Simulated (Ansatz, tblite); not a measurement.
Isomers of Hf2S3 (singlet), found by a short tight-binding search and relaxed with r2SCAN-D4/def2-SVP in Ansatz.

In the def2 sets Hf takes a core potential; there is no spin–orbit coupling. The xTB rows come from tblite. Correlated methods freeze 15 core orbitals; core or outer-core shells of Hf are correlated, in sets that lack core-valence functions.

Run but left out: HF/def2-TZVP, MP2/def2-TZVP, CCSD/def2-TZVP, CCSD(T)/def2-TZVP (A: restricted singlet, unstable towards broken spin symmetry); BHLYP-D4/def2-TZVP (A: restricted singlet, unstable in another Hartree–Fock run and untested here).

A: The restricted singlet is unstable towards broken spin symmetry in Hartree–Fock (as tested in another run); at PBE-D4/def2-SVP, PBE-D4/def2-TZVP, r2SCAN-D4/def2-TZVP, B97M-V/def2-TZVP and others this wasn't settled. B: The restricted singlet is unstable towards broken spin symmetry in Hartree–Fock (as tested in another run); at PBE-D4/def2-SVP, r2SCAN-D4/def2-TZVP, B97M-V/def2-TZVP, PBE0-D4/def2-SVP and others this wasn't settled. C: The restricted singlet is unstable towards broken spin symmetry in Hartree–Fock (as tested in another run); at PBE-D4/def2-SVP, PBE-D4/def2-TZVP, r2SCAN-D4/def2-TZVP, B97M-V/def2-TZVP and others this wasn't settled.

Other spin states weren't relaxed.

A:

```xyz
5

Hf   -0.699   -0.780    0.921
Hf   -0.457    0.623   -1.161
S    -1.486    1.525    0.855
S     1.020   -1.516   -0.903
S     1.623    0.148    0.288
```

B:

```xyz
5

Hf    0.133    0.484    1.170
Hf   -0.133   -0.484   -1.170
S    -0.275    1.921   -0.763
S    -1.643   -1.110    0.646
S     1.918   -0.811    0.117
```

C:

```xyz
5

Hf   -1.1834    0.8476   -0.9217
Hf    1.6690   -0.0363   -0.4256
S     0.4532    1.8047    0.5993
S    -2.4489   -0.6982    0.0248
S     1.5101   -1.9178    0.7231
```

Task: Estimate which lies lowest at each level, and how far above it the others are (eV).

Result: 
| level | A | B | C |
| --- | --- | --- | --- |
| GFN1-xTB | 4.46 | 0.85 | 0.00 |
| GFN2-xTB | 1.91 | 0.00 | 0.10 |
| PBE-D4/def2-SVP | 3.26 | 0.00 | 2.42 |
| PBE-D4/def2-TZVP | 3.02 | 0.00 | 2.39 |
| r2SCAN-D4/def2-TZVP | 3.33 | 0.00 | 2.60 |
| B97M-V/def2-TZVP | 3.32 | 0.00 | 2.43 |
| PBE0-D4/def2-SVP | 3.41 | 0.00 | 2.59 |
| PBE0-D4/def2-TZVP | 3.18 | 0.00 | 2.52 |
| ωB97X-V/def2-TZVP | 3.41 | 0.00 | 2.37 |
| RPA@PBE/def2-TZVP | 2.98 | 0.00 | 2.11 |
Point groups (tolerance 0.1 Å): A Cs, B D3h, C Cs. Lower isomers may exist. From def2-SVP to def2-TZVP the PBE0 values move by up to 0.23 eV, so results in the small set are rough.
